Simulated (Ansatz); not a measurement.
Consider the formal exchange of groups at the Al–B bond: `F[BH][AlH][F]` + `OBF` → `O[B](F)[AlH][F]` + `BF`.

Calculated with Ansatz (gas phase, PBE0-D4/def2-TZVP geometries, no zero-point term in ΔE). CBS: MP2 limit from def2 TZ/QZ plus the TZ coupled-cluster correction, frozen cores. This one scheme is used for every species. Functionals use def2-TZVPP. B3LYP here is the variant with VWN-RPA as its local correlation; programs differ in this. HSE06 is defined as in plane-wave codes. Each species was taken in one conformer, which may not be the lowest.

```
             level  ΔE (kJ/mol)  difference from CCSD(T)/CBS
       LDA (SPW92)        -11.0                         -1.7
            PBE-D4        -10.6                         -1.3
         revPBE-D4        -11.1                         -1.8
           BLYP-D4        -10.8                         -1.5
         r2SCAN-D4        -10.9                         -1.6
            B97M-V         -8.8                          0.5
           PBE0-D4         -9.3                          0.0
          B3LYP-D4         -9.7                         -0.4
        r2SCANh-D4        -10.3                         -1.0
        r2SCAN0-D4         -9.5                         -0.2
          BHLYP-D4         -8.4                          0.9
      CAM-B3LYP-D4         -9.6                         -0.3
           ωB97X-V         -9.7                         -0.4
           ωB97M-V        -10.4                         -1.1
            B2PLYP         -9.0                          0.3
          PBE-QIDH         -8.9                          0.4
               PBE         -9.3                          0.0
            revPBE         -8.2                          1.1
            r2SCAN        -10.5                         -1.2
              PBE0         -8.1                          1.2
             B3LYP         -7.5                          1.8
           r2SCANh         -9.9                         -0.6
           r2SCAN0         -9.1                          0.2
             HSE06         -8.1                          1.2
             BHLYP         -6.6                          2.7
         CAM-B3LYP         -8.4                          0.9
           LC-ωPBE         -8.9                          0.4
RPA@PBE/def2-TZVPP        -10.0                         -0.7
       HF/def2-SVP         -0.7                          8.6
      MP2/def2-SVP         -6.3                          3.0
     CCSD/def2-SVP         -4.0                          5.3
     HF/def2-TZVPP         -3.6                          5.7
SCS-MP2/def2-TZVPP         -9.9                         -0.6
   CCSD/def2-TZVPP         -8.1                          1.2
CCSD(T)/def2-TZVPP         -9.6                         -0.3
     HF/def2-QZVPP         -3.6                          5.7
    MP2/def2-QZVPP        -10.9                         -1.6
SCS-MP2/def2-QZVPP         -9.6                         -0.3
     MP2/CBS(def2)        -10.8                         -1.5
    CCSD/CBS(def2)         -7.9                          1.4
       CCSD(T)/CBS         -9.3                            0
```

Largest T1 diagnostic among the species: 0.014.

At CCSD(T), def2-SVP lies +4.2 kJ/mol from the extrapolated value and def2-TZVPP −0.3 kJ/mol. In def2-TZVPP, CCSD(T) changes the Hartree–Fock value by −6.0 kJ/mol (the triples alone add −1.4 kJ/mol) and MP2 by −7.5 kJ/mol.
